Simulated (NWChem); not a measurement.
All runs are NWChem calculations. System: H₄OPbSi, charge 0, spin multiplicity 1, at a geometry optimised with B3LYP/def2-SVP with def2 effective core potentials on Pb. The structure started from a generated list of species. Level: MP2/def2-TZVPD with def2 effective core potentials on Pb, 10 core orbitals frozen.

Input file:

```
start mol
memory heap 200 mb stack 900 mb global 1100 mb
geometry units angstroms nocenter noautoz noautosym
  Pb    -0.001927    -0.302584     0.383148
  O      1.417868    -1.046620    -1.010166
  H      1.509750    -0.488003    -1.796228
  Si    -0.719251     1.904451    -1.207994
  H     -0.956509     3.164396    -0.428445
  H     -1.990941     1.626676    -1.957603
  H      0.322312     2.219490    -2.242584
end
basis spherical
  * library def2-tzvpd
end
ecp
  Pb library def2-ecp
end
scf
  rhf
  nopen 0
  maxiter 100
  thresh 1e-7
  semidirect memsize 60000000 filesize 0
end
mp2
  freeze core 10
end
task mp2 energy
```

Output (cleaned and shortened):

```
             Northwest Computational Chemistry Package (NWChem) 7.3.0
             --------------------------------------------------------

                                NWChem Input Module
                                -------------------

 Scaling coordinates for geometry "geometry" by  1.889725989
 (inverse scale =  0.529177249)

                             Geometry "geometry" -> ""
                             -------------------------

 Output coordinates in angstroms (scale by  1.889725989 to convert to a.u.)

  No.       Tag          Charge          X              Y              Z
 ---- ---------------- ---------- -------------- -------------- --------------
    1 Pb                  82.0000    -0.00192700    -0.30258400     0.38314800
    2 O                    8.0000     1.41786800    -1.04662000    -1.01016600
    3 H                    1.0000     1.50975000    -0.48800300    -1.79622800
    4 Si                  14.0000    -0.71925100     1.90445100    -1.20799400
    5 H                    1.0000    -0.95650900     3.16439600    -0.42844500
    6 H                    1.0000    -1.99094100     1.62667600    -1.95760300
    7 H                    1.0000     0.32231200     2.21949000    -2.24258400

 Effective nuclear repulsion energy (a.u.)     472.9827777721

            Nuclear Dipole moment (a.u.)
            ----------------------------
        X                 Y               Z
 ---------------- ---------------- ----------------
     0.0000529123     0.0000472431     0.0000604712


 Summary of "ao basis" -> "" (spherical)
 ------------------------------------------------------------------------------
       Tag                 Description            Shells   Functions and Types
 ---------------- ------------------------------  ------  ---------------------
 *                         def2-tzvpd                 on all atoms

 Summary of "ao basis" -> "ao basis" (spherical)
 ------------------------------------------------------------------------------
       Tag                 Description            Shells   Functions and Types
 ---------------- ------------------------------  ------  ---------------------
[...]
     1   1 0 0     -0.600480      0.000000      0.218543
     1   0 1 0      0.224560      0.000000     34.308098
     1   0 0 1      0.779571      0.000000    -43.442624

     2   2 0 0    -38.794898      0.000000    109.229475
     2   1 1 0      4.799567      0.000000   -133.281418
     2   1 0 1      0.782408      0.000000      5.578108
     2   0 2 0    -41.593764      0.000000    283.465347
     2   0 1 1      0.803498      0.000000   -124.777906
     2   0 0 2    -37.171742      0.000000    157.462585

                   NWChem MP2 Semi-direct Energy/Gradient Module
                   ---------------------------------------------

  Basis functions       =    175
  Molecular orbitals    =    175
  Frozen core           =     10
  Frozen virtuals       =      0
  Active alpha occupied =     14
  Active beta occupied  =     14
  Active alpha virtual  =    151
  Active beta virtual   =    151
  Use MO symmetry       = F
  Use skeleton AO sym   = F

  AO/Fock/Back tols     =   1.0D-09  1.0D-09  1.0D-09

 GA uses MA = F    GA memory limited = T

 Available:
  local mem=  1.26D+08
 global mem=  1.44D+08
 local disk=  0.00D+00
  mp2_memr nvloc                   151
  nvloc new                   151
   1 passes of  14:        5242880                     168132                 106112592.
   1 passes of  14: M    126131617           G      144117950           F     120888737.

 Semi-direct pass number   1 of   1  for RHF alpha+beta  at       48.2s
  vrange nnbf                 14756
  mp2_eaftype                   404  avail_ma_in_mb                  1099
 EAF : mp2_eaftype filesize         404   53056296.
  mp2_eaf for mointskh                    404
Node 0 wrote    249.6 Mb in      0.1 s     Agg I/O rate:  4828.8 Mb/s
 Done moints_semi at       59.3s
  mp2_eaftype                   404  avail_ma_in_mb                   695
 EAF : mp2_eaftype filesize         404   53056296.
  mp2_eaf for kh                   404
 Done maket at       59.8s
 Done multipass loop at       59.8s

          -------------------------------------------
          SCF energy                -557.999882540339
          Correlation energy          -0.769900624507
          Singlet pairs               -0.435578597358
          Triplet pairs               -0.334322027149
          Total MP2 energy          -558.769783164846
          -------------------------------------------

          ---------------------------------------------------
                    Spin Component Scaled (SCS) MP2
          Same spin pairs                     -0.222881351432
          Same spin scaling factor             0.333333333333
          Opposite spin pairs                 -0.547019273074
          Opposite spin scaling fact.          1.200000000000
          SCS-MP2 correlation energy          -0.730716911500
          Total SCS-MP2 energy              -558.730599451839
          ---------------------------------------------------

 -----------------------
 Performance information
 -----------------------

 Timer overhead =  1.26D-07 seconds/call

               Nr. of calls         CPU time (s)                 Wall time (s)                GFlops
             ---------------    -------------------     ------------------------------   -------------------
Name         Min   Avg   Max    Min     Avg     Max     Min     Avg     Max   Mx/calls   Min     Max     Sum
mp2: moin     1     1     1    11.     11.     11.      11.     11.     11.     11.      0.0     0.0     0.0
mp2: make     1     1     1   0.50    0.50    0.50     0.50    0.50    0.50    0.50      0.0     0.0     0.0
mp2: tota     1     1     1    12.     12.     12.      12.     12.     12.     12.      0.0     0.0     0.0

 The average no. of pstat calls per process was 3.00D+00
 with a timing overhead of 3.79D-07s

 Task  times  cpu:       59.8s     wall:       59.8s

 Total times  cpu:       59.9s     wall:       59.9s
```
